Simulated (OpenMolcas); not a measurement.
Ti3+, Zr3+, Hf3+: d down the group

- Program: OpenMolcas 26.06
- Method: XMS-CASPT2, IPEA 0.25 Eh, imaginary shift 0.1 Eh
- Basis: ANO-RCC-VTZP
- Scalar Hamiltonian: DKH2, point nucleus
- Spin-orbit coupling: RASSI with atomic mean-field integrals over the reference wave functions, term energies averaged over their components

Active space for each ion: 1 electron in 10 orbitals (d d); closed shells correlated by CASPT2: Ti3+ 3s 3p; Zr3+ 4s 4p; Hf3+ 5s 5p.

Computed levels in cm-1 above ²D_3/2:

```tsv
Level	Ti3+	Zr3+	Hf3+
²D_5/2	373	1226	4910
weight of ²D in the lowest level (%)	100	100	100
```

Measured, with the error of the calculation in %. Measured levels: Ti3+ from Corliss and Sugar, J. Phys. Chem. Ref. Data 8, 1 (1979); Zr3+ from the list in Rauch et al., Astron. Astrophys. 599, A142 (2017).

```tsv
Level	Ti3+	Zr3+
²D_5/2	382 (-2.3)	1251 (-2.0)
```

The fine-structure level ²D_5/2 changes by a factor of 13.2 from Ti3+ to Hf3+.

CASPT2 does not keep the components of a term degenerate, so their means are used; among the terms shown or strongly mixed into the levels shown the widest spread is 99 cm-1 (3d ²D, Ti3+). With one active electron, CASPT2 adds the correlation within the correlated inactive shells and between them and that electron, and leaves the splitting within a term as the reference gives it. With one active electron outside closed inactive shells, the extra shells (4d) add no correlation to the reference (holds for Ti3+). With one active electron outside closed inactive shells, the extra shells (5d) add no correlation to the reference (holds for Zr3+). With one active electron outside closed inactive shells, the extra shells (6d) add no correlation to the reference (holds for Hf3+). Computed and measured levels are paired by configuration, term and J; levels that our copy of the source lacks, or whose pairing is in doubt (as where it misses far off the trend of its configuration), stay unpaired and out of the deviations. Levels of configurations outside the active space are missing.
